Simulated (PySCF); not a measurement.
O₂Ti, singlet, at a GFN2-xTB geometry (such geometries of metal compounds can be far from the true shape). Base run: CAMB3LYP/6-31G (PySCF).

Geometry (Å):
```xyz
3

Ti     0.2390     0.0457     0.2866
O      0.6953     0.1167    -1.2766
O     -1.3525    -0.2425     0.4886
```
Charge 0, spin multiplicity 1.
All else is at PySCF's defaults.
Base energy -999.81311 Eh.

Each row names what was changed in the base input (with any setting that the change needs).

| change | ΔE vs base (mEh) | grid points | electrons on the grid | outcome |
|---|---|---|---|---|
| base | 0.000 | 49072 | 38.00000 | converged |
| grids.atom_grid = (99, 590) | 0.000 | 91008 | 38.00000 | converged |
| grids.becke_scheme = stratmann | 0.000 | 49072 | 38.00000 | converged |
| grids.level = 2 | -0.001 | 35672 | 38.00000 | converged |
| grids.prune = dft.gen_grid.treutler_prune | -0.002 | 45552 | 38.00000 | converged |
| grids.atom_grid = (30, 110) | -8.505 | 7320 | 38.00071 | converged |
| grids.radi_method = delley | 0.000 | 49384 | 38.00000 | converged |
| grids.level = 0 | -26.692 | 4600 | 38.00537 | converged |
| grids.atom_grid = (50, 194) | -0.088 | 19080 | 38.00009 | converged |
| grids.level = 5 | 0.000 | 131232 | 38.00000 | converged |
| grids.prune = dft.gen_grid.sg1_prune | - | - | - | input refused |

- grids.prune = dft.gen_grid.sg1_prune: ended with `IndexError: index 22 is out of bounds for axis 0 with size 19`
